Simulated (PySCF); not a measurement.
A species of formula C7H6F2 has this rotational fingerprint, computed with CAM-B3LYP/def2-SVPD in PySCF (dipole) on a GFN2-xTB geometry, gas phase:

| Item | Value |
| --- | --- |
| Rotational constants | A = 3863, B = 832.8, C = 688.0 MHz |
| Dipole components | \|μa\| = 0.69 D, \|μb\| = 0.88 D, \|μc\| = 0.00 D |
| Inertial defect | -3.14 u·Å² |
| κ | -0.91 |

Problem. Which candidate fits, each taken in the one conformer that was computed?
A. 3,4-difluorotoluene (`Cc1ccc(F)c(F)c1`)
B. `[CH:1]#[C:2][C@@:3]1([F:4])[CH2:5][CH:6]=[C:7]1[CH2:8][F:9]` with C6–C7–C8–F9 4°
C. `[CH:1]#[C:2][CH2:3][C:4](=[CH2:5])[CH:6]=[C:7]([F:8])[F:9]` with C2–C3–C4–C5 0°, C3–C4–C6–C7 0°

Solution. C. It is C#CCC(=C)C=C(F)F, a near-prolate asymmetric top, point group Cs. The candidates at the same level (rigid rotor, commonest isotopes):

```
             SMILES  A (MHz)  B (MHz)  C (MHz)  μa (D)  μb (D)  μc (D)  Δ (u·Å²)  point group                        rotor
   C#CCC(=C)C=C(F)F     3863    832.8    688.0    0.69    0.88    0.00     -3.14           Cs  near-prolate asymmetric top
    Cc1ccc(F)c(F)c1     3014     1304    915.4    3.17    0.76    0.04     -3.12            –               asymmetric top
C#C[C@@]1(F)CC=C1CF     2375     1173     1031    0.88    0.25    1.28   -153.66           C1               asymmetric top
```

`C#C[C@@]1(F)CC=C1CF` has C 50 % too high; `Cc1ccc(F)c(F)c1` has B 57 % too high. In the right answer the mirror of this Cs structure is the ab plane, so μc vanishes by symmetry. No structure here is proved a minimum.
